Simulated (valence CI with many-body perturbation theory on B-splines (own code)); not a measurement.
Values are calculated unless marked as measured or tabulated.
**Hyperfine factors and g values of La⁴²⁺**

Method: relativistic CI+MBPT: five valence electrons over a frozen Dirac-Fock core [Ne], a basis of 11 s, 11 p, 10 d, 8 f, 5 g, 2 h functions for each j, with the one-electron correlation potential Σ1 (screened to all orders), the two-electron term Σ2, the three-electron term Σ3, Breit, model QED; selected single and double excitations, second order for the rest, scaled by the run's own slope (own B-spline code, finite nucleus).

The last digits are not significant, and no measured levels were compared; by estimate large intervals hold to a few tenths of a per cent, small ones and those within an open d or f shell to about a per cent. Among the levels kept, up to 3200 cm⁻¹ of a level comes from second order outside the variational space, and about a tenth of that is noise between levels of different J, which matters for small intervals.

A/g_I is the dipole constant over the nuclear g factor μ/I (μ in nuclear magnetons, uniformly magnetised nucleus), B/Q the quadrupole constant per barn. Both hold the static response of the core; the bare values leave it out. Large factors of s and p1/2 electrons are usually good to 5 to 10 %; those of open d and f shells near neutrality can be off by tens of per cent, and small factors of p3/2, d and f electrons come from cancelling terms and can be off by a factor of two or in sign, in half-filled shells by more. B is blank for J = 1/2, where it vanishes, and for nearly pure S terms. Energies count from the lowest level.

Levels are named by their leading jj configuration (3d3/2^4 stands for four electrons in 3d with j = 3/2), which in mixed levels can hold well under half, so a name can repeat and another be missing. Letters in brackets count levels of one name in rising energy.

```tsv
Level	E (Ry)	g	A/g_I (MHz)	A/g_I bare	B/Q (MHz/b)	B/Q bare
(3s^2 3p1/2^2 3p3/2) J=3/2	0.000	1.384	80200	80200	146000	143000
(3s^2 3p1/2 3p3/2^2) J=3/2	6.869	1.443	-9210	-7040	26000	25600
(3s^2 3p1/2 3p3/2^2) J=5/2	7.513	1.193	181000	178000	-431	-420
(3s^2 3p1/2 3p3/2^2) J=1/2	8.308	0.656	566000	552000		
(3s^2 3p1/2^2 3d3/2) J=3/2	11.997	0.782	40000	41200	16400	17600
(3s^2 3p1/2^2 3d5/2) J=5/2	14.028	1.286	102000	102000	-945	497
(3s^2 3p3/2^3) J=3/2	15.271	1.288	87900	87400	-171000	-168000
(3s 3p1/2^2 3p3/2^2) J=5/2	15.691	1.393	305000	299000	77800	76800
(3s 3p1/2^2 3p3/2^2) J=1/2	17.017	2.171	1510000	1470000		
(3s 3p1/2^2 3p3/2^2) J=3/2	17.063	1.153	-171000	-164000	-34300	-33700
(3s^2 3p1/2 3p3/2 3d3/2) J=5/2 [a]	18.812	0.958	138000	136000	-23900	-22800
(3s^2 3p1/2 3p3/2 3d3/2) J=3/2 [a]	18.905	0.925	129000	128000	-98700	-97000
(3s^2 3p1/2 3p3/2 3d3/2) J=1/2 [a]	18.942	0.215	204000	201000		
(3s^2 3p1/2 3p3/2 3d3/2) J=7/2	19.437	1.061	132000	131000	134000	133000
(3s^2 3p1/2 3p3/2 3d5/2) J=7/2 [a]	20.563	1.306	-14600	-12300	172000	171000
(3s^2 3p1/2 3p3/2 3d5/2) J=3/2 [a]	20.696	1.436	31000	32600	-67900	-66500
(3s^2 3p1/2 3p3/2 3d3/2) J=5/2 [b]	20.900	1.193	66000	66500	35100	35100
(3s^2 3p1/2 3p3/2 3d5/2) J=5/2 [a]	21.154	1.216	143000	141000	-36200	-35400
(3s^2 3p1/2 3p3/2 3d5/2) J=9/2	21.242	1.201	98800	98200	143000	142000
(3s^2 3p1/2 3p3/2 3d3/2) J=3/2 [b]	21.362	1.240	2200	4590	5920	5280
(3s^2 3p1/2 3p3/2 3d3/2) J=1/2 [b]	21.379	1.652	385000	376000		
(3s^2 3p1/2 3p3/2 3d5/2) J=7/2 [b]	22.491	1.094	113000	111000	35900	36600
(3s^2 3p1/2 3p3/2 3d5/2) J=5/2 [b]	22.642	1.196	3940	5480	42700	43200
(3s^2 3p1/2 3p3/2 3d5/2) J=3/2 [b]	22.816	1.011	140000	138000	5540	5880
(3s^2 3p1/2 3p3/2 3d5/2) J=1/2	22.944	1.354	-206000	-198000		
(3s 3p1/2 3p3/2^3) J=3/2 [a]	23.594	1.272	197000	193000	-121000	-119000
(3s 3p1/2 3p3/2^3) J=5/2	24.243	1.268	393000	385000	-177000	-174000
(3s 3p1/2 3p3/2^3) J=3/2 [b]	25.365	1.159	172000	169000	11100	10900
(3s 3p1/2 3p3/2^3) J=1/2	25.366	1.286	-294000	-284000		
(3s 3p1/2^2 3p3/2 3d3/2) J=5/2 [a]	27.088	1.314	288000	284000	40200	39300
(3s 3p1/2^2 3p3/2 3d3/2) J=3/2 [a]	27.201	1.357	219000	216000	-4490	-5210
(3s 3p1/2^2 3p3/2 3d3/2) J=1/2 [a]	27.260	2.616	908000	890000		
(3s 3p1/2^2 3p3/2 3d3/2) J=7/2	27.479	1.336	278000	274000	117000	116000
(3s^2 3p3/2^2 3d3/2) J=5/2	28.051	1.191	116000	115000	-28900	-28800
(3s^2 3p3/2^2 3d3/2) J=7/2	28.090	1.225	59400	60100	37000	36700
(3s^2 3p3/2^2 3d3/2) J=1/2	28.141	1.359	-20500	-19500		
(3s^2 3p3/2^2 3d3/2) J=3/2 [a]	28.142	1.179	39200	40400	-50700	-50600
(3s^2 3p3/2^2 3d5/2) J=7/2	28.391	1.121	55800	56100	15900	17500
(3s 3p1/2^2 3p3/2 3d3/2) J=3/2 [b]	28.431	0.975	66000	66300	-87500	-85800
(3s^2 3p3/2^2 3d5/2) J=9/2	28.446	1.231	49800	50400	90700	91000
```

**Question.** Take the isotope of mass number 139, with I = 7/2, μ = 2.7791 μN and Q = 0.206 b. What is the hyperfine structure of (3s^2 3p3/2^3) J=3/2?

**Answer.** From the table A = 69800 MHz, B = -35300 MHz. Shifts from the centre of gravity in MHz: F = 2: -490000, F = 3: -255000, F = 4: 33800, F = 5: 358000.
